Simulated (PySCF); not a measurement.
Species: C2H4F2OSi.
Bonds: O1–C2 (double), C2–Si3, Si3–C4, C4–F5, C4–F6. Hydrogens: H7 on C2; H8, H9 on Si3; H10 on C4.

Jobs on this species (10 atoms, 56 electrons) with PySCF (density fitting). Hardware of each: an Arm Neoverse V1 with one thread (shared host). The host was shared with other jobs, so the times are rough. Peak memory is the resident size of the whole Python process, interpreter and libraries included.

```json
{"level and settings": "delta-SCF UKS B3LYP, pcX-2 on the ionised atom, pcseg-1 elsewhere, spin-free X2C", "work": "ΔSCF core ionisation, 6 holes", "basis functions": "150", "SCF cycles": "?", "wall time": "?", "peak memory": "?"}
{"level and settings": "delta-SCF UKS PBE0, pcX-2 on the ionised atom, pcseg-1 elsewhere, spin-free X2C", "work": "ΔSCF core ionisation, 6 holes", "basis functions": "150", "SCF cycles": "?", "wall time": "?", "peak memory": "?"}
{"level and settings": "delta-SCF UKS SCAN, pcX-2 on the ionised atom, pcseg-1 elsewhere, non-relativistic", "work": "ΔSCF core ionisation, 6 holes", "basis functions": "150", "SCF cycles": "?", "wall time": "?", "peak memory": "?"}
{"level and settings": "delta-SCF UKS SCAN, pcX-1 on the ionised atom, pcseg-1 elsewhere, spin-free X2C", "work": "ΔSCF core ionisation, 6 holes", "basis functions": "130", "SCF cycles": "107", "wall time": "25 s", "peak memory": "0.56 GiB"}
{"level and settings": "PBE0-D3(BJ)/def2-SVP, grid level 1", "work": "geometry optimisation from a GFN2-xTB start shaken at random", "basis functions": "108", "SCF cycles": "45", "wall time": "24 s", "peak memory": "0.45 GiB"}
{"level and settings": "delta-SCF UKS SCAN, def2-TZVP on the ionised atom, pcseg-1 elsewhere, spin-free X2C", "work": "ΔSCF core ionisation, 6 holes", "basis functions": "127", "SCF cycles": "106", "wall time": "28 s", "peak memory": "0.56 GiB"}
{"level and settings": "delta-SCF UKS SCAN, pcX-2 on the ionised atom, pcseg-1 elsewhere, spin-free X2C", "work": "ΔSCF core ionisation, 6 holes", "basis functions": "150", "SCF cycles": "107", "wall time": "30 s", "peak memory": "0.53 GiB"}
{"level and settings": "delta-SCF UKS PBE, pcX-2 on the ionised atom, pcseg-1 elsewhere, spin-free X2C", "work": "ΔSCF core ionisation, 6 holes", "basis functions": "150", "SCF cycles": "107", "wall time": "19 s", "peak memory": "0.56 GiB"}
```

**Question.** Fill in the missing figures.

**Answer.** 
- delta-SCF UKS B3LYP, pcX-2 on the ionised atom, pcseg-1 elsewhere, spin-free X2C; ΔSCF core ionisation, 6 holes: 37 s, 0.63 GiB, 94 SCF cycles
- delta-SCF UKS PBE0, pcX-2 on the ionised atom, pcseg-1 elsewhere, spin-free X2C; ΔSCF core ionisation, 6 holes: 36 s, 0.64 GiB, 93 SCF cycles
- delta-SCF UKS SCAN, pcX-2 on the ionised atom, pcseg-1 elsewhere, non-relativistic; ΔSCF core ionisation, 6 holes: 29 s, 0.56 GiB, 107 SCF cycles

**Question.** What do all jobs in the table cost together?

**Answer.** About 3.8 min; the longest takes about 16 % of that, and about 1.9 times as long as the shortest.
